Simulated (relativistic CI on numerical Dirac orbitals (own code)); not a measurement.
**Line list: Electric-dipole lines, Ta8+**

Method of calculation: Dirac-Coulomb-Breit CI, separate exchange-only KLI orbitals for each configuration, model QED (radiative potential, 1s self-energy scaled to tabulated hydrogen-like ionisation energies), unscaled Slater integrals (own radial code, finite nucleus).

Configuration list (outside the closed core [Kr] 4d10): 4f¹³5s²5p⁴, 4f¹²5s²5p⁵, 4f¹⁴5s²5p³, 4f¹³5s5p⁵, 4f¹²5s5p⁶, 4f¹³5s²5p³5d, 4f¹¹5s²5p⁵5d, 4f¹⁴5s²5p²5d, 4f¹⁴5s5p⁴, 4f¹²5s²5p⁴5d, 4f¹¹5s²5p⁵6s, 4f¹⁴5s²5p²6s, 4f¹³5s5p⁴5d, 4f¹³5s²5p³5f, 4f¹⁴5p⁵, 4f¹³5s²5p³6s, 4f¹⁴5s²5p²5g, 4f¹⁴5s5p³6p, 4f¹³5p⁵5d, 4f¹⁴5p⁴5d, 4f¹⁴5p⁴6s, 4f¹¹5s²5p⁶, 4f¹⁰5s²5p⁶5d, 4f¹³5p⁶, 4f¹²5p⁶5d, 4f¹⁴5s²5p²6p, 4f¹⁴5s²5p5d6p, 4f¹⁴5s²5p²5f, 4f¹⁴5s²5p5d5f, 4f¹⁴5s5p³6s, 4f¹⁴5s5p²5d6s. Double excitations out of closed p, d and f shells are left out; levels of such configurations are missing from the list, as are those of other unlisted configurations, and high levels can miss mixing partners.

| λ vac (Å) | Lower | Upper | A (s⁻¹) | log gf | S velocity/length |
| --- | --- | --- | --- | --- | --- |
| 258.24 | 4f¹³5s²5p⁴ ⁴G°11/2 [2] | 4f¹²5s5p⁶ ²I13/2 [398] | 1.16e+09 | -0.79 | 0.84 |
| 258.36 | 4f¹³5s²5p⁴ ²G°9/2 [1] | 4f¹²5s²5p⁴5d ⁴G11/2 [394] | 1.72e+09 | -0.68 | 0.83 |
| 258.60 | 4f¹³5s²5p⁴ ⁴G°11/2 [2] | 4f¹²5s²5p⁴5d ⁴I13/2 [395] | 8.71e+08 | -0.91 | 0.84 |
| 258.65 | 4f¹³5s²5p⁴ ⁴G°11/2 [2] | 4f¹²5s²5p⁴5d ⁴G11/2 [394] | 7.17e+08 | -1.06 | 0.83 |
| 259.19 | 4f¹³5s²5p⁴ ²D°3/2 [3] | 4f¹²5s²5p⁴5d ⁴G5/2 [396] | 3.13e+09 | -0.72 | 0.78 |
| 259.22 | 4f¹³5s²5p⁴ ²G°9/2 [1] | 4f¹²5s²5p⁴5d ⁴G11/2 [386] | 7.76e+08 | -1.03 | 0.74 |
| 259.63 | 4f¹³5s²5p⁴ ²G°9/2 [1] | 4f¹²5s²5p⁴5d ⁴D7/2 [382] | 1.29e+09 | -0.98 | 0.72 |
| 260.12 | 4f¹³5s²5p⁴ ⁴G°11/2 [2] | 4f¹²5s²5p⁴5d ⁴H13/2 [378] | 5.09e+09 | -0.14 | 0.81 |
| 260.33 | 4f¹³5s²5p⁴ ²G°9/2 [1] | 4f¹²5s²5p⁴5d ⁴G11/2 [371] | 5.11e+08 | -1.21 | 0.75 |
| 261.20 | 4f¹³5s²5p⁴ ²G°9/2 [1] | 4f¹²5s²5p⁴5d ²G9/2 [363] | 5.67e+08 | -1.24 | 0.80 |
| 261.60 | 4f¹³5s²5p⁴ ⁴G°11/2 [2] | 4f¹²5s²5p⁴5d ⁴H13/2 [361] | 5.52e+08 | -1.10 | 0.83 |
| 262.04 | 4f¹³5s²5p⁴ ⁴G°11/2 [2] | 4f¹²5s²5p⁴5d ⁴G11/2 [356] | 1.44e+09 | -0.75 | 0.81 |
| 262.19 | 4f¹³5s²5p⁴ ⁴G°11/2 [2] | 4f¹²5s²5p⁴5d ⁴H13/2 [355] | 4.48e+08 | -1.19 | 0.92 |
| 263.39 | 4f¹³5s²5p⁴ ²F°7/2 [4] | 4f¹²5s²5p⁴5d ²H9/2 [376] | 1.10e+09 | -0.94 | 0.88 |
| 263.41 | 4f¹³5s²5p⁴ ⁴G°11/2 [2] | 4f¹²5s²5p⁴5d ⁴G11/2 [342] | 6.97e+08 | -1.06 | 0.86 |
| 263.58 | 4f¹³5s²5p⁴ ²F°7/2 [4] | 4f¹²5s²5p⁴5d ⁴G9/2 [374] | 1.73e+09 | -0.74 | 0.80 |
| 264.22 | 4f¹³5s²5p⁴ ²D°3/2 [3] | 4f¹²5s²5p⁴5d ⁴D1/2 [343] | 4.25e+09 | -1.05 | 0.74 |
| 264.99 | 4f¹³5s²5p⁴ ⁴G°11/2 [2] | 4f¹²5s²5p⁴5d ²G9/2 [325] | 1.07e+09 | -0.95 | 0.94 |
| 267.08 | 4f¹³5s²5p⁴ ²D°5/2 [5] | 4f¹²5s²5p⁴5d ²D5/2 [352] | 2.53e+09 | -0.79 | 0.99 |
| 268.64 | 4f¹³5s²5p⁴ ⁴G°11/2 [2] | 4f¹²5s²5p⁴5d ⁴H13/2 [293] | 4.48e+08 | -1.17 | 0.58 |
| 268.78 | 4f¹²5s²5p⁵ ⁴H°13/2 [6] | 4f¹²5s²5p⁴5d ⁴G11/2 [386] | 8.15e+08 | -0.98 | 0.70 |
| 269.16 | 4f¹³5s²5p⁴ ²G°9/2 [1] | 4f¹²5s²5p⁴5d ²F7/2 [283] | 6.95e+08 | -1.22 | 0.91 |
| 269.38 | 4f¹²5s²5p⁵ ⁴H°13/2 [6] | 4f¹²5s²5p⁴5d ⁴I15/2 [379] | 5.37e+08 | -1.03 | 0.59 |
| 269.49 | 4f¹²5s²5p⁵ ⁴I°15/2 [9] | 4f¹²5s5p⁶ ²I13/2 [398] | 1.38e+09 | -0.68 | 0.63 |
| 271.54 | 4f¹²5s²5p⁵ ⁴I°15/2 [9] | 4f¹²5s²5p⁴5d ⁴H13/2 [378] | 9.80e+08 | -0.82 | 0.65 |
| 271.65 | 4f¹²5s²5p⁵ ⁴H°13/2 [6] | 4f¹²5s²5p⁴5d ⁴H13/2 [355] | 7.15e+08 | -0.96 | 0.63 |
| 271.83 | 4f¹³5s²5p⁴ ²D°5/2 [5] | 4f¹²5s²5p⁴5d ⁴G7/2 [306] | 1.19e+09 | -0.98 | 0.81 |
| 271.88 | 4f¹³5s²5p⁴ ⁴G°11/2 [2] | 4f¹²5s²5p⁴5d ⁴H9/2 [264] | 1.16e+09 | -0.89 | 0.90 |
| 272.21 | 4f¹³5s²5p⁴ ⁴G°11/2 [2] | 4f¹²5s²5p⁴5d ⁴G11/2 [258] | 1.23e+09 | -0.79 | 1.00 |
| 272.96 | 4f¹³5s²5p⁴ ²D°5/2 [5] | 4f¹²5s²5p⁴5d ⁴D7/2 [296] | 1.18e+09 | -0.98 | 0.93 |
| 274.85 | 4f¹³5s²5p⁴ ⁴G°11/2 [2] | 4f¹³5s²5p³5d ⁴G11/2 [241] | 4.80e+08 | -1.19 | 0.92 |
| 275.33 | 4f¹³5s²5p⁴ ²G°9/2 [1] | 4f¹²5s²5p⁴5d ⁶F7/2 [236] | 8.99e+08 | -1.09 | 0.87 |
| 275.92 | 4f¹³5s²5p⁴ ²G°9/2 [1] | 4f¹²5s²5p⁴5d ⁴H7/2 [233] | 6.33e+08 | -1.24 | 0.95 |
| 276.56 | 4f¹³5s²5p⁴ ²F°7/2 [4] | 4f¹²5s²5p⁴5d ⁶F5/2 [253] | 1.77e+09 | -0.91 | 0.81 |
| 276.87 | 4f¹³5s²5p⁴ ⁴G°11/2 [2] | 4f¹²5s²5p⁴5d ⁴G9/2 [231] | 1.41e+09 | -0.79 | 0.95 |
| 276.95 | 4f¹³5s²5p⁴ ⁴G°11/2 [2] | 4f¹²5s²5p⁴5d ⁴G11/2 [229] | 6.37e+08 | -1.06 | 0.95 |
| 277.18 | 4f¹³5s²5p⁴ ⁴G°11/2 [2] | 4f¹²5s²5p⁴5d ⁴H11/2 [227] | 9.33e+08 | -0.89 | 0.80 |
| 277.40 | 4f¹³5s²5p⁴ ²G°9/2 [1] | 4f¹²5s²5p⁴5d ⁴G9/2 [223] | 6.21e+08 | -1.15 | 0.86 |
| 279.98 | 4f¹³5s²5p⁴ ²G°9/2 [1] | 4f¹²5s²5p⁴5d ⁴F7/2 [208] | 1.42e+09 | -0.88 | 0.94 |
| 281.20 | 4f¹³5s²5p⁴ ²F°7/2 [4] | 4f¹²5s²5p⁴5d ⁶D9/2 [225] | 7.70e+08 | -1.04 | 0.81 |
| 281.62 | 4f¹³5s²5p⁴ ⁴G°11/2 [2] | 4f¹²5s²5p⁴5d ⁴F9/2 [203] | 1.16e+09 | -0.86 | 1.02 |
| 282.64 | 4f¹³5s²5p⁴ ²F°7/2 [4] | 4f¹²5s²5p⁴5d ⁴D7/2 [217] | 9.55e+08 | -1.04 | 1.12 |
| 285.94 | 4f¹³5s²5p⁴ ²G°9/2 [1] | 4f¹³5s²5p³5d ⁴H11/2 [185] | 4.66e+08 | -1.16 | 0.98 |
| 320.04 | 4f¹²5s²5p⁵ ⁴H°13/2 [6] | 4f¹²5s5p⁶ ⁴H13/2 [154] | 5.43e+08 | -0.93 | 0.36 |
| 323.01 | 4f¹²5s²5p⁵ ⁴I°15/2 [9] | 4f¹²5s5p⁶ ⁴H13/2 [154] | 6.86e+08 | -0.82 | 0.40 |

Terms are leading LS components. Brackets give the number of a level in order of energy, since labels repeat. The list gives strong lines, with weight on those to low levels, among the lowest 400 of 7582 levels, so that lines to higher ones, which can be the strongest, are missing. Levels whose partners in the same complex of configurations lie outside the list can be far off, and so can their lines. Rates are taken at the computed energies, electric ones in the length gauge. A velocity-to-length ratio far from 1 marks an uncertain rate.

At this charge configurations can still be misplaced by up to about 7 % of their energy. Levels and lines within the n = 5 or 6 shells can be off by up to 10 % or somewhat more, and those that change n by about 2 %, since core polarisation is missing. Levels that differ in their count of f electrons can be misplaced by several ten thousand cm⁻¹, since the correlation energy of f electrons is missing or only estimated; rates across such gaps can be off by orders of magnitude.

LS names give the leading component of a level, which can be under half, so a name can repeat, a term be missing and a line seem to break the LS rules.
